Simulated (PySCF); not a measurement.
Isomers of C3H13NSSi2.

All values: PBE0/pcSseg-1 (PySCF) at GFN2-xTB geometries, gas phase, one conformer each.

(1) Rank by HOMO energy, highest first.
A. `[CH3:1][N:2]([CH2:3][CH2:4][SiH3:5])[SiH2:6][SH:7]` with C1–N2–C3–C4 74°, N2–C3–C4–Si5 176°, C1–N2–Si6–S7 166°, N2–Si6–S7–H -59°
B. `[CH3:1][CH2:2][Si@H:3]([CH3:4])[S:5][SiH2:6][NH2:7]` with C1–C2–Si3–C4 -60°, C2–Si3–S5–Si6 176°, Si3–S5–Si6–N7 159°, S5–Si6–N7–H 169° and 25°
C. `[CH3:1][NH:2][SiH2:3][S:4][SiH:5]([CH3:6])[CH3:7]` with C1–N2–Si3–S4 -61°, N2–Si3–S4–Si5 -165°, Si3–S4–Si5–C6 71°

## Answers

(1) A (-6.61 eV), C (-6.83 eV), B (-6.97 eV).

All values together:

```csv
SMILES,μ (D),HOMO (eV),LUMO (eV),lowest IAO charge (e),highest IAO charge (e),lowest Hirshfeld charge (e),highest Hirshfeld charge (e)
CN[SiH2]S[C@H](C)[SiH3],1.62,-6.65,-0.10,-0.678 (N),+0.842 (Si),-0.246 (N),+0.334 (Si)
CC[Si@H](C)S[SiH2]N,1.26,-6.97,0.37,-0.845 (N),+0.851 (Si),-0.318 (N),+0.349 (Si)
CN[SiH2]S[SiH](C)C,1.30,-6.83,0.42,-0.724 (C),+0.858 (Si),-0.241 (N),+0.359 (Si)
CN(CC[SiH3])[SiH2]S,2.36,-6.61,0.49,-0.546 (C),+0.810 (Si),-0.176 (N),+0.341 (Si)
```

Conformers: `[CH3:1][NH:2][SiH2:3][S:4][C@H:5]([CH3:6])[SiH3:7]` with C1–N2–Si3–S4 -178°, N2–Si3–S4–C5 -177°, Si3–S4–C5–C6 -95°; `[CH3:1][CH2:2][Si@H:3]([CH3:4])[S:5][SiH2:6][NH2:7]` with C1–C2–Si3–C4 -60°, C2–Si3–S5–Si6 176°, Si3–S5–Si6–N7 159°, S5–Si6–N7–H 169° and 25°; `[CH3:1][NH:2][SiH2:3][S:4][SiH:5]([CH3:6])[CH3:7]` with C1–N2–Si3–S4 -61°, N2–Si3–S4–Si5 -165°, Si3–S4–Si5–C6 71°; `[CH3:1][N:2]([CH2:3][CH2:4][SiH3:5])[SiH2:6][SH:7]` with C1–N2–C3–C4 74°, N2–C3–C4–Si5 176°, C1–N2–Si6–S7 166°, N2–Si6–S7–H -59°.
